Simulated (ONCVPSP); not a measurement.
# An all-electron radial function and its pseudo partner (barium)

Columns: radius, all-electron u(r) and pseudo u(r) of the 5p shell (level -18.74 eV) of barium in the configuration [Kr] 4d10 5s2 5p6 6s2; PBE, scalar-relativistic, ONCV scheme, ONCVPSP 4.0.1.

| r (bohr) | all-electron | pseudo |
| --- | --- | --- |
| 0.120 | 0.0413 | 0.0045 |
| 0.240 | 0.2559 | 0.0189 |
| 0.360 | -0.0864 | 0.0461 |
| 0.480 | -0.3736 | 0.0893 |
| 0.600 | -0.4143 | 0.1509 |
| 0.720 | -0.2675 | 0.2309 |
| 0.840 | -0.0361 | 0.3264 |
| 0.960 | 0.2060 | 0.4313 |
| 1.080 | 0.4190 | 0.5375 |
| 1.200 | 0.5871 | 0.6361 |
| 1.320 | 0.7080 | 0.7190 |
| 1.440 | 0.7856 | 0.7805 |
| 1.560 | 0.8263 | 0.8177 |
| 1.680 | 0.8374 | 0.8307 |
| 1.800 | 0.8256 | 0.8220 |
| 1.920 | 0.7971 | 0.7958 |
| 2.040 | 0.7573 | 0.7569 |
| 2.160 | 0.7101 | 0.7101 |
| 2.280 | 0.6591 | 0.6590 |
| 2.400 | 0.6065 | 0.6064 |
| 2.520 | 0.5542 | 0.5542 |
| 2.640 | 0.5036 | 0.5035 |
| 2.760 | 0.4553 | 0.4553 |
| 2.880 | 0.4101 | 0.4101 |
| 3.000 | 0.3681 | 0.3681 |
| 3.120 | 0.3295 | 0.3294 |

(1) How many radial nodes do the two functions have?

(2) At about which radius was the pseudo-wave matched?

(3) Where does each function peak?

(4) Is the pseudo-wave norm-conserving?

## Answers

(1) The all-electron 5p function has n − l − 1 = 3 (the table is too coarse to show those close to the nucleus); the pseudo-wave has 0, since the states of the same l below it are removed with the core.

(2) 2.25 bohr. The columns agree to 0.0005 from 2.04 bohr on; several derivatives are matched, so the curves merge somewhat inside the radius.

(3) Outermost all-electron maximum near 1.68 bohr, pseudo maximum near 1.68 bohr (to the table’s step).

(4) Yes: the ONCV scheme keeps the norm inside the radius equal to the all-electron one, which fixes the energy derivative of the logarithmic derivative at the level.
